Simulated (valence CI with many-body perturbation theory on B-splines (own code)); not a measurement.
# E1 transitions of Cu XXV

Level of theory: valence CI with perturbative core correlation (CI+MBPT): three valence electrons over a frozen Dirac-Fock core [He], a basis of 11 s, 11 p, 9 d, 7 f, 5 g, 2 h, 1 i functions for each j, with the one-electron correlation potential Σ1, the two-electron term Σ2, the three-electron term Σ3, Breit, model QED; selected CI, second order for the rest (own B-spline code, finite nucleus).

No measured levels were compared; by estimate levels of excited configurations hold to 0.05 to 0.15 % of their energy, terms of the ground configuration to about 0.5 %.

Lines 201 to 250 of 254 in falling wavelength, among levels below 1493.5 eV, chosen from the strongest by gf and those to the six lowest levels. Wavelengths and rates use the calculated energies, so an error of 900 cm⁻¹ moves a line at 9.011 Å by 0.0081 % and its rate by three times that or more. Electric multipoles are in the length gauge, E1 and E2 with the static RPA response of the core. Weak lines are less certain than strong ones. Lines between different terms over intervals too small for the method are left out, as are lines whose strength nearly cancels. The highest levels of a list are the least certain.

Names give the largest LS component (configuration and term), which can be under half, so a name can repeat, a term be missing and a line seem to break the LS rules; names also repeat where a configuration has a term twice. Letters in brackets count levels of one name in rising energy.

| λ vac (Å) | Upper | Lower | A (s⁻¹) | S (a.u.) with core polarisation | S without |
| --- | --- | --- | --- | --- | --- |
| 9.011 | 2s.2p.3d 2P°_1/2 [a] | 2s.2p2 4P_1/2 | 2.89e+11 | 2.09e-04 | 2.09e-04 |
| 9.011 | 2s.2p.3d 2F°_7/2 [b] | 2s.2p2 4P_5/2 | 4.54e+11 | 1.31e-03 | 1.31e-03 |
| 9.010 | 2s.2p.3d 2F°_5/2 [b] | 2s.2p2 4P_5/2 | 8.19e+10 | 1.77e-04 | 1.77e-04 |
| 8.997 | 2s.2p.3p 2P_1/2 [a] | 2s2.2p 2P°_1/2 | 1.21e+13 | 8.72e-03 | 8.70e-03 |
| 8.994 | 2p2.3p 2P°_3/2 | 2s.2p2 2D_3/2 | 3.47e+12 | 4.98e-03 | 4.97e-03 |
| 8.982 | 2p2.3p 2F°_5/2 | 2s.2p2 2D_3/2 | 3.01e+12 | 6.45e-03 | 6.44e-03 |
| 8.979 | 2s.2p.3p 2D_5/2 [a] | 2s2.2p 2P°_3/2 | 1.06e+13 | 2.28e-02 | 2.28e-02 |
| 8.961 | 2s.2p.3p 2D_3/2 [a] | 2s2.2p 2P°_1/2 | 9.35e+12 | 1.33e-02 | 1.33e-02 |
| 8.957 | 2s.2p.3p 2S_1/2 [a] | 2s2.2p 2P°_3/2 | 1.24e+13 | 8.81e-03 | 8.80e-03 |
| 8.914 | 2p2.3p 2D°_3/2 [a] | 2s.2p2 4P_5/2 | 8.02e+11 | 1.12e-03 | 1.12e-03 |
| 8.898 | 2s.2p.3p 4P_3/2 | 2s2.2p 2P°_1/2 | 4.45e+11 | 6.19e-04 | 6.18e-04 |
| 8.894 | 2s.2p.3d 2P°_3/2 [b] | 2s.2p2 4P_3/2 | 2.96e+11 | 4.11e-04 | 4.10e-04 |
| 8.891 | 2p2.3p 4D°_5/2 | 2s.2p2 4P_5/2 | 1.01e+12 | 2.10e-03 | 2.09e-03 |
| 8.890 | 2p2.3p 4D°_1/2 | 2s.2p2 4P_1/2 | 3.92e+12 | 2.72e-03 | 2.71e-03 |
| 8.879 | 2p2.3p 4P°_5/2 | 2s.2p2 4P_5/2 | 2.84e+12 | 5.88e-03 | 5.87e-03 |
| 8.878 | 2p2.3p 2S°_1/2 | 2s.2p2 4P_3/2 | 3.23e+12 | 2.23e-03 | 2.23e-03 |
| 8.870 | 2s.2p.3p 4S_3/2 [b] | 2s2.2p 2P°_1/2 | 4.70e+11 | 6.48e-04 | 6.47e-04 |
| 8.858 | 2p2.3p 2D°_3/2 [b] | 2s.2p2 4P_5/2 | 2.19e+11 | 3.00e-04 | 3.00e-04 |
| 8.852 | 2p2.3p 2D°_3/2 [a] | 2s.2p2 4P_3/2 | 2.81e+12 | 3.85e-03 | 3.85e-03 |
| 8.843 | 2p2.3p 4D°_7/2 | 2s.2p2 4P_5/2 | 5.37e+12 | 1.46e-02 | 1.46e-02 |
| 8.836 | 2p2.3p 4D°_3/2 | 2s.2p2 4P_1/2 | 3.76e+12 | 5.11e-03 | 5.10e-03 |
| 8.832 | 2s.2p.3d 2P°_1/2 [b] | 2s.2p2 4P_1/2 | 2.87e+11 | 1.95e-04 | 1.95e-04 |
| 8.830 | 2p2.3p 4D°_5/2 | 2s.2p2 4P_3/2 | 4.16e+12 | 8.48e-03 | 8.46e-03 |
| 8.818 | 2p2.3p 4P°_5/2 | 2s.2p2 4P_3/2 | 1.71e+12 | 3.48e-03 | 3.47e-03 |
| 8.817 | 2s.2p.3d 2P°_3/2 [b] | 2s.2p2 4P_1/2 | 1.54e+12 | 2.08e-03 | 2.08e-03 |
| 8.815 | 2s.2p.3p 2P_1/2 [b] | 2s2.2p 2P°_3/2 | 3.70e+12 | 2.50e-03 | 2.50e-03 |
| 8.814 | 2p2.3p 4S°_3/2 | 2s.2p2 4P_5/2 | 6.14e+12 | 8.30e-03 | 8.29e-03 |
| 8.813 | 2p2.3p 4P°_1/2 | 2s.2p2 4P_3/2 | 2.81e+12 | 1.90e-03 | 1.90e-03 |
| 8.809 | 2s.2p.3p 2D_3/2 [b] | 2s2.2p 2P°_3/2 | 2.85e+12 | 3.84e-03 | 3.83e-03 |
| 8.806 | 2s.2p.3p 2S_1/2 [a] | 2s2.2p 2P°_1/2 | 1.67e+12 | 1.12e-03 | 1.12e-03 |
| 8.803 | 2p2.3p 2P°_3/2 | 2s.2p2 4P_5/2 | 4.51e+11 | 6.08e-04 | 6.06e-04 |
| 8.800 | 2p2.3p 2S°_1/2 | 2s.2p2 4P_1/2 | 2.58e+11 | 1.74e-04 | 1.73e-04 |
| 8.797 | 2p2.3p 2D°_3/2 [b] | 2s.2p2 4P_3/2 | 1.46e+12 | 1.96e-03 | 1.96e-03 |
| 8.792 | 2p2.3p 2F°_5/2 | 2s.2p2 4P_5/2 | 2.41e+12 | 4.86e-03 | 4.85e-03 |
| 8.784 | 2p2.3s 4P_1/2 | 2s2.2p 2P°_3/2 | 5.09e+11 | 3.41e-04 | 3.41e-04 |
| 8.783 | 2s.2p.3p 2D_5/2 [b] | 2s2.2p 2P°_3/2 | 2.02e+12 | 4.05e-03 | 4.04e-03 |
| 8.770 | 2s.2p.3p 2P_3/2 | 2s2.2p 2P°_3/2 | 2.88e+12 | 3.84e-03 | 3.83e-03 |
| 8.754 | 2p2.3p 4S°_3/2 | 2s.2p2 4P_3/2 | 1.82e+12 | 2.41e-03 | 2.40e-03 |
| 8.743 | 2p2.3p 2P°_3/2 | 2s.2p2 4P_3/2 | 1.41e+11 | 1.86e-04 | 1.85e-04 |
| 8.737 | 2p2.3p 4P°_1/2 | 2s.2p2 4P_1/2 | 7.67e+11 | 5.05e-04 | 5.04e-04 |
| 8.721 | 2p2.3p 2D°_3/2 [b] | 2s.2p2 4P_1/2 | 8.12e+11 | 1.06e-03 | 1.06e-03 |
| 8.693 | 2p2.3s 4P_3/2 | 2s2.2p 2P°_3/2 | 2.26e+11 | 2.94e-04 | 2.93e-04 |
| 8.679 | 2p2.3p 4S°_3/2 | 2s.2p2 4P_1/2 | 2.55e+11 | 3.29e-04 | 3.29e-04 |
| 8.669 | 2s.2p.3p 2P_1/2 [b] | 2s2.2p 2P°_1/2 | 8.05e+11 | 5.18e-04 | 5.17e-04 |
| 8.649 | 2p2.3s 4P_5/2 | 2s2.2p 2P°_3/2 | 2.20e+11 | 4.21e-04 | 4.21e-04 |
| 8.645 | 2p2.3s 2P_1/2 | 2s2.2p 2P°_3/2 | 4.53e+11 | 2.89e-04 | 2.88e-04 |
| 8.625 | 2s.2p.3p 2P_3/2 | 2s2.2p 2P°_1/2 | 5.32e+11 | 6.74e-04 | 6.72e-04 |
| 8.610 | 2p2.3s 2D_3/2 [a] | 2s2.2p 2P°_3/2 | 4.73e+11 | 5.96e-04 | 5.95e-04 |
| 8.590 | 2s.2p.3p 2S_1/2 [b] | 2s2.2p 2P°_1/2 | 8.17e+11 | 5.11e-04 | 5.11e-04 |
| 8.505 | 2p2.3s 2P_1/2 | 2s2.2p 2P°_1/2 | 5.95e+11 | 3.61e-04 | 3.61e-04 |
